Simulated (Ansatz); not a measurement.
`CCCCl` + `CNBCl` → `CCN(C)BCl` + `CCl`  (substitution at a C–C bond)

Calculated with Ansatz (gas phase, PBE0-D4/def2-TZVP geometries, no zero-point term in ΔE). CCSD(T)/CBS adds triple-zeta CCSD(T) − MP2 to the extrapolated MP2 energy (def2 sets, frozen cores). This one scheme is used for every species. Functionals use def2-TZVPP. One conformer a species, not always the lowest.

```json
{"level": "PBE-D4", "ΔE (kJ/mol)": "25.8"}
{"level": "PBE0-D4", "ΔE (kJ/mol)": "27.1"}
{"level": "ωB97M-V", "ΔE (kJ/mol)": "27.3"}
{"level": "PBE0", "ΔE (kJ/mol)": "30.9"}
{"level": "MP2/def2-TZVPP", "ΔE (kJ/mol)": "24.2"}
{"level": "SCS-MP2/def2-TZVPP", "ΔE (kJ/mol)": "24.8"}
{"level": "SCS-MP2/def2-QZVPP", "ΔE (kJ/mol)": "25.7"}
{"level": "HF/CBS(def2)", "ΔE (kJ/mol)": "34.5"}
```

**Question.** What does CCSD(T)/CBS give? (Best estimate.)

**Answer.** Computed: +25.6 kJ/mol. The listed levels differ from it by 0.2, 1.5, 1.7, 5.3, -1.4, -0.8, 0.1, 8.9 kJ/mol.

Largest T1 diagnostic among the species: 0.011.

The D4 term adds −6.2 kJ/mol with B3LYP and −3.8 kJ/mol with PBE0; it sums over pairs of atoms, weighted by their polarisabilities, and B3LYP, whose exchange is more repulsive, gets the larger term. In def2-TZVPP, CCSD(T) changes the Hartree–Fock value by −11.0 kJ/mol (the triples alone add −2.1 kJ/mol) and MP2 by −10.7 kJ/mol.

B3LYP here is the variant with VWN-RPA as its local correlation; programs differ in this.
